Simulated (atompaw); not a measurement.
## K (Z = 19) PAW (atompaw): all-electron and pseudo phase curves

```
Element                 : potassium
Generator               : atompaw 4.2.0.5
Type                    : PAW
Functional              : PBE
Relativity              : scalar-relativistic
Frozen core             : [Ne]
Valence charge          : 9
Reference configuration : 3s2 3p6 3d0 4s0.5 4p0 (charge +0.5)
Partial waves           : 3s (bound); 4s (bound); 3p (bound); 4p (bound, empty); 3d (bound, empty); 3d channel at 4.65 Ry
Local potential         : troulliermartins scheme with l = 3 at 1 Ry, radius 2.75 bohr
Core correction         : smooth core density matched at 2.80 bohr
Augmentation charge     : besselshape compensation charge, radius 2.95 bohr; PAW radius 3.00 bohr; waves and projectors: bloechl
```

The phase is arctan(r·u′/u) with u = r·R(r), unwrapped; energies in Ry, scanned from -5 to 5 Ry. A pole is an energy at which the radial function vanishes at the test radius. The pseudo phase is shifted by a multiple of π to meet the all-electron one at the reference energy, and phase errors are pseudo minus all-electron; the curves can meet again beyond the range given. Levels narrower than the energy grid can be missing from the lists of poles.

| channel | radius (bohr) | reference energy (Ry) | poles, all-electron | poles, pseudo | unbroken range about the reference energy with phases within 0.05 rad | phase error 1 Ry above the reference energy (rad) |
| --- | --- | --- | --- | --- | --- | --- |
| s | 3.01 | -0.31 | -2.76, 2.10 | -2.76, 1.98 | below 3.1 | -0.007 |
| p | 3.01 | -0.18 | -1.49, 2.85 | -1.49, 2.87 | the whole range | +0.003 |
| d | 3.01 | -0.11 | 0.42, 3.93 | 0.40, 3.91 | below 1.0 | -0.040 |

Phases in the d channel:

```
E (Ry)  all-electron  pseudo
 -5.00         1.421   1.421
 -4.76         1.417   1.417
 -4.52         1.413   1.413
 -4.28         1.409   1.409
 -4.04         1.404   1.404
 -3.80         1.399   1.398
 -3.56         1.393   1.392
 -3.32         1.386   1.386
 -3.08         1.379   1.378
 -2.84         1.371   1.370
 -2.60         1.361   1.360
 -2.36         1.351   1.349
 -2.12         1.338   1.336
 -1.88         1.322   1.321
 -1.64         1.303   1.301
 -1.40         1.279   1.276
 -1.16         1.246   1.243
 -0.92         1.198   1.194
 -0.68         1.119   1.115
 -0.44         0.958   0.954
 -0.20         0.454   0.452
  0.04        -0.903  -0.909
  0.28        -1.445  -1.459
  0.52        -1.632  -1.652
  0.76        -1.747  -1.778
  1.00        -1.855  -1.905
  1.24        -1.994  -2.087
  1.48        -2.233  -2.437
  1.72        -2.751  -3.164
  1.96        -3.595  -3.897
  2.20        -4.120  -4.245
  2.44        -4.355  -4.413
  2.68        -4.478  -4.509
  2.92        -4.554  -4.572
  3.16        -4.606  -4.618
  3.40        -4.646  -4.653
  3.64        -4.679  -4.683
  3.88        -4.707  -4.709
  4.12        -4.732  -4.733
  4.36        -4.756  -4.757
  4.60        -4.781  -4.781
  4.84        -4.807  -4.807
```
